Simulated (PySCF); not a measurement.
**Assigning NMR signals**

Molfile (atoms numbered from 1):
```
C3H10BN
     RDKit          3D

 15 14  0  0  0  0  0  0  0  0999 V2000
    2.0302    0.4135    0.2299 C   0  0  0  0  0  0  0  0  0  0  0  0
    0.8986   -0.4749    0.3222 N   0  0  0  0  0  0  0  0  0  0  0  0
   -0.4345   -0.2142   -0.0128 B   0  0  0  0  0  0  0  0  0  0  0  0
   -0.8583    1.2014   -0.5797 C   0  0  0  0  0  0  0  0  0  0  0  0
   -1.5023   -1.3567    0.1926 C   0  0  0  0  0  0  0  0  0  0  0  0
    2.4992    0.5748    1.2061 H   0  0  0  0  0  0  0  0  0  0  0  0
    1.7067    1.3827   -0.1476 H   0  0  0  0  0  0  0  0  0  0  0  0
    2.7961    0.0276   -0.4512 H   0  0  0  0  0  0  0  0  0  0  0  0
    1.1263   -1.3866    0.6868 H   0  0  0  0  0  0  0  0  0  0  0  0
   -0.6781    1.9947    0.1545 H   0  0  0  0  0  0  0  0  0  0  0  0
   -1.9169    1.2411   -0.8442 H   0  0  0  0  0  0  0  0  0  0  0  0
   -0.2872    1.4756   -1.4729 H   0  0  0  0  0  0  0  0  0  0  0  0
   -1.9960   -1.5949   -0.7562 H   0  0  0  0  0  0  0  0  0  0  0  0
   -2.3005   -1.0168    0.8619 H   0  0  0  0  0  0  0  0  0  0  0  0
   -1.0979   -2.2872    0.6016 H   0  0  0  0  0  0  0  0  0  0  0  0
  1  2  1  0
  2  3  1  0
  3  4  1  0
  3  5  1  0
  1  6  1  0
  1  7  1  0
  1  8  1  0
  2  9  1  0
  4 10  1  0
  4 11  1  0
  4 12  1  0
  5 13  1  0
  5 14  1  0
  5 15  1  0
M  END
```

Calculated, not measured (PySCF 2.14): GIAO B97-2/pcSseg-2 shieldings, geometry: PBE0-D3(BJ)/def2-TZVP. Averaged over atoms made equivalent by symmetry, fast rotation or ring inversion, non-relativistic Hamiltonian, in vacuum, single conformer.

δ = σ(ref) − σ, references computed at the same level: ¹³C (σref 185.38) and ¹H (σref 31.64) vs TMS.

Q: Assign these signals to the numbered atoms. ¹³C{¹H} NMR (computed): δ 33.1, 5.3.

A: 
```tsv
δ (ppm)	atoms	environment	reason
33.1	C1	methyl carbon bonded to N	deshielded by the electronegative neighbour
5.3	C4/C5	methyl carbon bonded to B	–
```

Q: Assign these signals to the numbered atoms. ¹H NMR (300 MHz, computed): δ 3.66 (br s, 1H), 2.78 (s, 3H), 0.29 (s, 6H).

A: 
| δ (ppm) | atoms | environment | reason |
| --- | --- | --- | --- |
| 3.66 | H9 | hydrogen on a nitrogen bonded to C, B | exchangeable, gas-phase position |
| 2.78 | H6/H7/H8 | hydrogen on a methyl carbon bonded to N | its carbon carries N, hence the downfield position |
| 0.29 | H10/H11/H12/H13/H14/H15 | hydrogen on a methyl carbon bonded to B | – |

Exchangeable OH/NH protons stand at their gas-phase positions; hydrogen bonding in a real sample shifts them, mostly to higher δ. A carbon bonded to boron is broadened by the quadrupolar boron nucleus and is often missing from a measured spectrum. Shifts are as computed. Against solution values, carbons near 30 ppm lie about +3 ppm off and those near 130 ppm about +7 ppm. Of 1211 compounds with measured shifts, 218 miss one by over three times the rms of a fit or turn the order of signals round; such compounds aren't used in these exercises. Multiplicities follow the n + 1 count of equivalent neighbours, as no J values were calculated; m marks all less simple cases, F and P coupling included.
